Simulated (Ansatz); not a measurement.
A run for Ansatz (a quantum-chemistry and plane-wave program): R-B3LYP/def2-TZVPP on NH3 (SMILES N).

Ansatz 0.2 input:
```yaml
crystal:
  periodic: [false, false, false]
  atoms:
    - {symbol: N, position_ang: [0.00092058, -0.00392823, 0.27910446]}
    - {symbol: H, position_ang: [-0.58067827, -0.74165645, -0.10153182]}
    - {symbol: H, position_ang: [-0.35358014, 0.87532366, -0.07954423]}
    - {symbol: H, position_ang: [0.93333784, -0.12973898, -0.09792841]}
basis:
  gaussian:
    orbitals: def2-TZVPP
hamiltonian:
  xc: {name: B3LYP}
scf: {lower_state_search: off}
```

It printed:

```
WARN ansatz: RAYON_NUM_THREADS=1 ignored (pool sized by the plan → 1); use --threads N
Functional definition: B3LYP
these checks for a lower state are left out or cut short: stability, starts, cluster_reference, orbital_swaps, neighbouring_geometries, increment
integrals: 0.01 GiB planned
332 factors; their error is unknown
mean field: 0.12 GiB planned
mean field evaluation 1: about -1533.4239 eV, gradient 5.9e1 eV
mean field evaluation 2: about -1525.3757 eV, gradient 8.1e1 eV
mean field evaluation 4: about -1539.8533 eV, gradient 2.4e-1 eV
mean field evaluation 8: about -1539.8545 eV, gradient 5.9e-4 eV
mean field -1539.85453657 eV, -56.5886104681 hartree, gradient 4.3e-6 eV, S^2 0.000000; 0 other end points of the search recorded, 0 dependent functions left out
reference -1539.85467641 eV, -56.5886156071 hartree; 5, 5 occupied and 68, 68 virtual orbitals, 332 factors
Total energy: -1539.85467641 eV, -56.5886156071 hartree
Checks for a lower state left out: stability, starts, cluster_reference, orbital_swaps, neighbouring_geometries, increment
```

The calculation finished and met its thresholds.

Cost: around 0.4 core-seconds (rough).
